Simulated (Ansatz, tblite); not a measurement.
Cost and result up the ladder for the cluster Pb3O2 (5 atoms). The state is a singlet with charge 0. Geometry: PBE-D4/def2-SVP.

Cartesian coordinates in Å:
```
Pb 0.7827 1.3356 1.0593
Pb -1.3259 -0.2294 -1.3069
Pb 0.7758 -1.5796 0.3534
O 0.7943 0.4689 -1.0179
O -1.0269 0.0045 0.9121
```

Ansatz on 4 threads of Arm Neoverse V1 on a shared host; xTB runs through tblite on one thread. Times are rough, summed over both states, and most runs start from the orbitals of an earlier one. r2SCAN0-D4/def2-TZVP serves as the yardstick here, not as an exact answer. Differences are given only for rows in sets of like size (and for xTB, whose basis is part of the method), since another set adds its own error. The other state is a triplet at its own geometry, which has other bonds, so the gap mixes isomer and spin.

In the def2 sets Pb takes a core potential; there is no spin–orbit coupling. The xTB rows come from tblite. B3LYP takes the VWN-RPA correlation. Correlated methods freeze 14 core orbitals; core or outer-core shells of Pb are correlated, in sets that lack core-valence functions. The rows differ in basis, and correlated rows in double-zeta sets carry the largest basis error. The structure comes from a short search, and lower isomers may exist.

Run but left out: HF/def2-SVP, HF/def2-TZVP (singlet: restricted singlet, unstable towards broken spin symmetry).

Correlated methods converge slowly with the basis, most of all in double-zeta sets (MP2 moves by 0.11 eV from def2-SVP to def2-TZVP here).

xTB has no spin-polarisation term.

| level | functions | wall time | triplet − singlet (eV) | difference from r2SCAN0-D4/def2-TZVP (eV) | remarks |
| --- | --- | --- | --- | --- | --- |
| GFN1-xTB | 20 | 0.004 s | 1.24 | 1.04 | – |
| GFN2-xTB | 20 | 0.004 s | 1.53 | 1.34 | – |
| PBE-D4/def2-TZVP | 212 | 8.4 s | 0.46 | 0.26 | – |
| B3LYP-D4/def2-TZVP | 212 | 15 s | 0.41 | 0.21 | – |
| PBE0-D4/def2-TZVP | 212 | 17 s | 0.34 | 0.14 | – |
| MP2/def2-TZVP | 212 | 18 s | 0.54 | 0.34 | restricted SCF unstable (singlet) |
| r2SCAN-D4/def2-TZVP | 212 | 21 s | 0.28 | 0.08 | – |
| r2SCAN0-D4/def2-TZVP (with forces) | 212 | 29 s | 0.20 | 0.00 | – |
| CCSD(T)/def2-SVP | 106 | 40 s | 0.37 | – | large T1 (0.024) (singlet), restricted SCF unstable (singlet) |
